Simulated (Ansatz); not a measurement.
fluorine atom (F), doublet; BHLYP/cc-pVDZ (Ansatz, a program for electronic structure).

The Ansatz input:
Ansatz 0.2 input:
```yaml
crystal:
  periodic: [false, false, false]
  atoms:
    - {symbol: F, position_ang: [0.00000000, 0.00000000, 0.00000000]}
basis:
  gaussian:
    orbitals: cc-pVDZ
hamiltonian:
  xc: {name: BHLYP}
magnetization: {spin_polarized: true, initial_magnetization: 1}
accuracy: high
```

Problem. Write the output that Ansatz gives for this input, abridged.

Solution. 
```
Functional definition: BHLYP
96 factors; integrals over basis functions are off by at most 1.4e-9 eV
mean field evaluation 1: about -2713.0438 eV, gradient 4.9e0 eV
mean field evaluation 2: about -2713.1021 eV, gradient 7.5e-1 eV
mean field evaluation 4: about -2713.1046 eV, gradient 2.0e-1 eV
mean field evaluation 8: about -2713.1047 eV, gradient 7.6e-4 eV
mean field -2713.10472383 eV, -99.7047595923 hartree, gradient 1.8e-8 eV, S^2 0.751125; 0 other end points of the search recorded, 0 dependent functions left out
reference -2713.10473092 eV, -99.7047598528 hartree; 5, 4 occupied and 9, 10 virtual orbitals, 96 factors
Total energy: -2713.10473092 eV, -99.7047598528 hartree
```
